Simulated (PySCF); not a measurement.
As₂, charge -1, doublet, geometry from GFN2-xTB (a state made from the parent by changing its charge; the spin is typed, not shown lowest); B3LYP/6-31G* in PySCF.

The PySCF input:
```python
from pyscf import gto, scf, dft

mol = gto.M(
    atom='''
As   -0.000000   -0.000000   -1.077889
As    0.000000    0.000000    1.077889
''',
    basis='6-31g*',
    charge=-1,
    spin=1,
    verbose=4,
    symmetry=True,
)

mf = dft.UKS(mol)
mf.xc = 'b3lyp'
mf.kernel()
mf.analyze()
```

### Question
What does PySCF print? Leave out banner, timings and long lists.

### Answer

```
PySCF version 2.14.0

[INPUT] verbose = 4
[INPUT] num. atoms = 2
[INPUT] num. electrons = 67
[INPUT] charge = -1
[INPUT] spin (= nelec alpha-beta = 2S) = 1
[INPUT] symmetry True subgroup None
[INPUT] Mole.unit = angstrom
[INPUT] Symbol           X                Y                Z      unit          X                Y                Z       unit  Magmom
[...]
nuclear repulsion = 267.31601430754
point group symmetry = Dooh
symmetry origin: [0. 0. 0.]
symmetry axis x: [1. 0. 0.]
symmetry axis y: [0. 1. 0.]
symmetry axis z: [0. 0. 1.]
num. orbitals of irrep A1g = 12
num. orbitals of irrep E1gx = 7
num. orbitals of irrep E1gy = 7
num. orbitals of irrep A1u = 12
num. orbitals of irrep E1uy = 7
num. orbitals of irrep E1ux = 7
num. orbitals of irrep E2gx = 3
num. orbitals of irrep E2gy = 3
num. orbitals of irrep E2uy = 3
num. orbitals of irrep E2ux = 3
number of shells = 24
number of NR pGTOs = 190
number of NR cGTOs = 64
basis = 6-31g*
ecp = {}

******** <class 'pyscf.dft.uks_symm.SymAdaptedUKS'> ********
method = SymAdaptedUKS
initial guess = minao
damping factor = 0
level_shift factor = 0
DIIS = <class 'pyscf.scf.diis.CDIIS'>
diis_start_cycle = 1
diis_space = 8
diis_damp = 0
SCF conv_tol = 1e-09
SCF conv_tol_grad = None
SCF max_cycles = 50
direct_scf = True
direct_scf_tol = 1e-13
number electrons alpha = 34  beta = 33
XC library pyscf.dft.libxc version 7.1.2
    S. Lehtola, C. Steigemann, M. J. T. Oliveira, and M. A. L. Marques,  SoftwareX 7, 1–5 (2018)
XC functionals = b3lyp
    P. J. Stephens, F. J. Devlin, C. F. Chabalowski, and M. J. Frisch,  J. Phys. Chem. 98, 11623 (1994)
radial grids:
    Treutler-Ahlrichs [JCP 102, 346 (1995); DOI:10.1063/1.469408] (M4) radial grids

becke partition: Becke, JCP 88, 2547 (1988); DOI:10.1063/1.454033
pruning grids: <function nwchem_prune>
grids dens level: 3
symmetrized grids: True
atomic radii adjust function: <function treutler_atomic_radii_adjust>
small_rho_cutoff = 0
Freeze 0 electrons in irreps []
    67 free electrons in irreps A1g E1gx E1gy A1u E1uy E1ux E2gx E2gy E2uy E2ux
Set gradient conv threshold to 3.16228e-05
tot grids = 40848
init E= -4469.88569126016

cycle= 1 E= -4471.252675069  delta_E= -1.37  |g|= 0.214  |ddm|= 1.53

cycle= 2 E= -4471.26782478142  delta_E= -0.0151  |g|= 0.15  |ddm|= 0.84

cycle= 3 E= -4471.28700164568  delta_E= -0.0192  |g|= 0.0511  |ddm|= 0.357

cycle= 4 E= -4471.28772855844  delta_E= -0.000727  |g|= 0.0143  |ddm|= 0.0394

cycle= 5 E= -4471.28773792435  delta_E= -9.37e-06  |g|= 0.014  |ddm|= 0.00775

cycle= 6 E= -4471.28773526464  delta_E= 2.66e-06  |g|= 0.0141  |ddm|= 0.00304

cycle= 7 E= -4471.28773960647  delta_E= -4.34e-06  |g|= 0.0139  |ddm|= 0.00183

cycle= 8 E= -4471.28773953733  delta_E= 6.91e-08  |g|= 0.0139  |ddm|= 0.000178

cycle= 9 E= -4471.28774204711  delta_E= -2.51e-06  |g|= 0.0139  |ddm|= 0.00102

cycle= 10 E= -4471.28774618214  delta_E= -4.14e-06  |g|= 0.0138  |ddm|= 0.00205

cycle= 11 E= -4471.28774624751  delta_E= -6.54e-08  |g|= 0.0138  |ddm|= 0.0014

cycle= 12 E= -4471.28775284569  delta_E= -6.6e-06  |g|= 0.0136  |ddm|= 0.00211

cycle= 13 E= -4471.28775559969  delta_E= -2.75e-06  |g|= 0.0136  |ddm|= 0.0024

cycle= 14 E= -4471.28775366292  delta_E= 1.94e-06  |g|= 0.0137  |ddm|= 0.00189

cycle= 15 E= -4471.2877552663  delta_E= -1.6e-06  |g|= 0.0136  |ddm|= 0.00198

cycle= 16 E= -4471.2877551593  delta_E= 1.07e-07  |g|= 0.0136  |ddm|= 0.000574

cycle= 17 E= -4471.28775482585  delta_E= 3.33e-07  |g|= 0.0136  |ddm|= 0.000223

cycle= 18 E= -4471.28775013757  delta_E= 4.69e-06  |g|= 0.0138  |ddm|= 0.0023

cycle= 19 E= -4471.28775523432  delta_E= -5.1e-06  |g|= 0.0136  |ddm|= 0.00303

cycle= 20 E= -4471.28775675181  delta_E= -1.52e-06  |g|= 0.0135  |ddm|= 0.00105

cycle= 21 E= -4471.28775281739  delta_E= 3.93e-06  |g|= 0.0136  |ddm|= 0.0019

cycle= 22 E= -4471.28775456689  delta_E= -1.75e-06  |g|= 0.0136  |ddm|= 0.00265

cycle= 23 E= -4471.28775638473  delta_E= -1.82e-06  |g|= 0.0135  |ddm|= 0.000501

[...]
SCF not converged.
Total Energy =                       -4471.287752547070340
[...]
beta  MO #3 (A1u #2), energy= -53.6271299554204 occ= 1
beta  MO #4 (A1g #2), energy= -53.6270644529937 occ= 1
beta  MO #5 (E1uy #1), energy= -47.9183645392641 occ= 1
beta  MO #6 (E1ux #1), energy= -47.9183645392641 occ= 1
beta  MO #7 (A1u #3), energy= -47.9168818419765 occ= 1
beta  MO #8 (A1g #3), energy= -47.9168508958268 occ= 1
beta  MO #9 (E1gx #1), energy= -47.915950161142 occ= 1
beta  MO #10 (E1gy #1), energy= -47.915950161142 occ= 1
beta  MO #11 (A1g #4), energy= -6.77821087569857 occ= 1
beta  MO #12 (A1u #4), energy= -6.77809759751312 occ= 1
beta  MO #13 (E1uy #2), energy= -4.83792100287121 occ= 1
beta  MO #14 (E1ux #2), energy= -4.83792100287121 occ= 1
beta  MO #15 (A1g #5), energy= -4.83440365552437 occ= 1
beta  MO #16 (A1u #5), energy= -4.83352699454544 occ= 1
beta  MO #17 (E1gx #2), energy= -4.82947725355585 occ= 1
beta  MO #18 (E1gy #2), energy= -4.82947725355585 occ= 1
beta  MO #19 (A1g #6), energy= -1.4093586336586 occ= 1
beta  MO #20 (E1uy #3), energy= -1.40770444992069 occ= 1
beta  MO #21 (E1ux #3), energy= -1.40770444992069 occ= 1
beta  MO #22 (E2gx #1), energy= -1.40219793732051 occ= 1
beta  MO #23 (E2gy #1), energy= -1.40219793732051 occ= 1
beta  MO #24 (E2uy #1), energy= -1.4016325939134 occ= 1
beta  MO #25 (E2ux #1), energy= -1.4016325939134 occ= 1
beta  MO #26 (A1u #6), energy= -1.39778488312076 occ= 1
beta  MO #27 (E1gx #3), energy= -1.39672737052499 occ= 1
beta  MO #28 (E1gy #3), energy= -1.39672737052499 occ= 1
beta  MO #29 (A1g #7), energy= -0.413919139243939 occ= 1
beta  MO #30 (A1u #7), energy= -0.242681466616689 occ= 1
beta  MO #31 (A1g #8), energy= -0.0471800291359115 occ= 1
beta  MO #32 (E1uy #4), energy= -0.0347346404513589 occ= 1
beta  MO #33 (E1ux #4), energy= -0.0347346404513589 occ= 1
beta  MO #34 (E1gx #4), energy= 0.133874264584926 occ= 0
beta  MO #35 (E1gy #4), energy= 0.133874264584926 occ= 0
beta  MO #36 (A1u #8), energy= 0.227714574476461 occ= 0
beta  MO #37 (A1g #9), energy= 0.351322437985203 occ= 0
beta  MO #38 (A1g #10), energy= 0.388435605988531 occ= 0
beta  MO #39 (E1uy #5), energy= 0.42136756930132 occ= 0
beta  MO #40 (E1ux #5), energy= 0.42136756930132 occ= 0
beta  MO #41 (A1u #9), energy= 0.456383700645697 occ= 0
beta  MO #42 (E1gx #5), energy= 0.486024509586594 occ= 0
beta  MO #43 (E1gy #5), energy= 0.486024509586594 occ= 0
beta  MO #44 (A1u #10), energy= 0.554440081621995 occ= 0
beta  MO #45 (E1uy #6), energy= 0.625164878764837 occ= 0
beta  MO #46 (E1ux #6), energy= 0.625164878764837 occ= 0
beta  MO #47 (E2gx #2), energy= 0.690308235301961 occ= 0
beta  MO #48 (E2gy #2), energy= 0.690308235301961 occ= 0
beta  MO #49 (E2uy #2), energy= 0.799115226314951 occ= 0
beta  MO #50 (E2ux #2), energy= 0.799115226314951 occ= 0
beta  MO #51 (A1g #11), energy= 0.88432323649535 occ= 0
beta  MO #52 (E1gx #6), energy= 1.00677312925984 occ= 0
beta  MO #53 (E1gy #6), energy= 1.00677312925984 occ= 0
beta  MO #54 (A1u #11), energy= 1.26444755686669 occ= 0
beta  MO #55 (E2gx #3), energy= 3.95165893696505 occ= 0
beta  MO #56 (E2gy #3), energy= 3.95165893696505 occ= 0
beta  MO #57 (E1uy #7), energy= 3.96707666202802 occ= 0
beta  MO #58 (E1ux #7), energy= 3.96707666202802 occ= 0
beta  MO #59 (E2uy #3), energy= 4.01362859245997 occ= 0
beta  MO #60 (E2ux #3), energy= 4.01362859245997 occ= 0
beta  MO #61 (A1u #12), energy= 4.10539465028329 occ= 0
beta  MO #62 (E1gx #7), energy= 4.12163461912151 occ= 0
beta  MO #63 (E1gy #7), energy= 4.12163461912151 occ= 0
beta  MO #64 (A1g #12), energy= 4.24293024166808 occ= 0
 ** Mulliken pop alpha/beta on meta-lowdin orthogonal AOs **
 ** Mulliken pop       alpha | beta **
In total            34.00000 | 33.00000
 ** Mulliken atomic charges   ( Nelec_alpha | Nelec_beta ) **
charge of  0As =     -0.50000  (    17.00000     16.50000 )
charge of  1As =     -0.50000  (    17.00000     16.50000 )

WARN: System has nonzero charge -1; the dipole moment is origin-dependent.
Location of origin: [0. 0. 0.]

Dipole moment(X, Y, Z, Debye):  0.00000,  0.00000,  0.00000
```

Convergence was not reached.
